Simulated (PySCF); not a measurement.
## GeF₄ + CF₂ → GeF₂ + CF₄

Level: B3LYP in the def2-TZVP basis family, all electrons, no relativity, computed in PySCF with density fitting; open shells unrestricted.

```csv
species,state and structure,E (Eh),ZPE (kJ/mol),H(298 K) − H(0) (kJ/mol),S° (J/(mol K))
GeF₄,"singlet, Td, Ge–F 1.702 Å (×4)",-2476.75381,25.4,17.5,303.9
CF₂,"singlet, C2v, C–F 1.304 Å (×2); F–C–F 104.8°",-237.80684,18.0,10.3,240.9
GeF₂,"singlet, C2v, Ge–F 1.758 Å (×2); F–Ge–F 97.4°",-2276.91124,9.4,11.9,271.8
CF₄,"singlet, Td, C–F 1.326 Å (×4)",-437.68705,44.1,12.8,262.0
```

**Question.** What is the electronic reaction energy?

**Answer.** At B3LYP/def2-TZVP, ΔE = -98.8 kJ/mol from the differences of the total energies times 2625.5, downhill. Both ends count: the low oxidation state of carbon is very reactive, and germanium holds its high one more weakly.

**Question.** Add zero-point, thermal and entropy terms for 298.15 K and 1 bar.

**Answer.** ΔZPE = 10.1 and Δ[H(298) − H(0)] = -3.1 kJ/mol give ΔH° = -91.8 kJ/mol. ΔS° = -11.0 J/(mol K), so ΔG° = -91.8 − 298.15 × (-0.0110) = -89 kJ/mol and log₁₀K = 15.5.

Only the bonding shown was studied: isomers, or loss of a ligand pair, can lie lower.
